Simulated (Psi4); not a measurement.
Here is a job for Psi4.
```
memory 2 GB

molecule {
0 1
  Ge   -0.16999883    0.26950503    0.17783452
  N     1.57117145   -0.07690653   -0.09898331
  F    -0.92787990   -1.01905893   -0.70447340
  H    -0.56257603    1.52737144   -0.52871708
  H    -0.76136107    0.09561165    1.55452230
  H     1.85284718   -1.04483087   -0.02617447
  H     2.26377135    0.50756269    0.34280833
}

set basis sto-3g

energy('cam-b3lyp')
print_variables()
```

Task: Predict the number of basis functions from CAM-B3LYP/STO-3G (Psi4).

Result: 32

Task: What is the computed total energy (CAM-B3LYP/STO-3G)?

Result: -2207.8548 Eh

Task: Give the dipole moment at the level CAM-B3LYP/STO-3G.

Result: 1.86 D

Task: Estimate the nuclear repulsion energy that CAM-B3LYP/STO-3G returns for this input.

Result: 220.2593 Eh
